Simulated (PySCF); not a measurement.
SMILES c1c(C=Cc2cscc2)scc1 (C10H8S2), singlet, GFN2-xTB optimised geometry.

```
20

C      0.26     1.10     0.00
C     -0.16    -0.18     0.00
C      0.70    -1.32     0.00
C      2.07    -1.41     0.00
C      2.54    -2.74     0.00
C      1.54    -3.65     0.00
S     -0.01    -2.92     0.00
C     -0.60     2.25     0.00
C     -2.02     2.25     0.00
C     -2.55     3.50     0.00
S     -1.34     4.72     0.00
C     -0.11     3.54     0.00
H      1.32     1.31     0.00
H     -1.22    -0.40     0.00
H      2.72    -0.55     0.00
H      3.59    -3.00     0.00
H      1.61    -4.72     0.00
H     -2.62     1.36     0.00
H     -3.59     3.79     0.00
H      0.92     3.84     0.00
```

Density from CAM-B3LYP/def2-SVP (PySCF 2.14.0) at that geometry.

Minimum of the electron density along straight lines between bonded atoms, close to the bond critical point (lines longer than 1.1 times the sum of covalent radii, or with two minima, are not listed):

| bond | length / Å | ρ at the minimum / e bohr⁻³ | ∇²ρ there / e bohr⁻⁵ | position (fraction from the first atom) |
|---|---|---|---|---|
| C1–C2 | 1.345 | 0.334 | -0.87 | 0.50 |
| C2–C3 | 1.431 | 0.288 | -0.73 | 0.49 |
| C3–C4 | 1.373 | 0.318 | -0.80 | 0.51 |
| C4–C5 | 1.406 | 0.302 | -0.76 | 0.50 |
| C5–C6 | 1.360 | 0.325 | -0.83 | 0.49 |
| C3–S7 | 1.744 | 0.210 | -0.44 | 0.47 |
| C6–S7 | 1.716 | 0.219 | -0.49 | 0.47 |
| C1–C8 | 1.440 | 0.284 | -0.72 | 0.50 |
| C8–C9 | 1.428 | 0.291 | -0.71 | 0.50 |
| C9–C10 | 1.352 | 0.330 | -0.85 | 0.49 |
| C10–S11 | 1.723 | 0.217 | -0.48 | 0.47 |
| C8–C12 | 1.371 | 0.319 | -0.80 | 0.49 |
| S11–C12 | 1.713 | 0.221 | -0.51 | 0.53 |
| C1–H13 | 1.081 | 0.283 | -1.08 | 0.63 |
| C2–H14 | 1.081 | 0.284 | -1.08 | 0.63 |
| C4–H15 | 1.075 | 0.284 | -1.10 | 0.63 |
| C5–H16 | 1.076 | 0.284 | -1.11 | 0.64 |
| C6–H17 | 1.072 | 0.286 | -1.13 | 0.65 |
| C9–H18 | 1.074 | 0.285 | -1.10 | 0.64 |
| C10–H19 | 1.072 | 0.286 | -1.14 | 0.65 |
| C12–H20 | 1.072 | 0.286 | -1.12 | 0.64 |
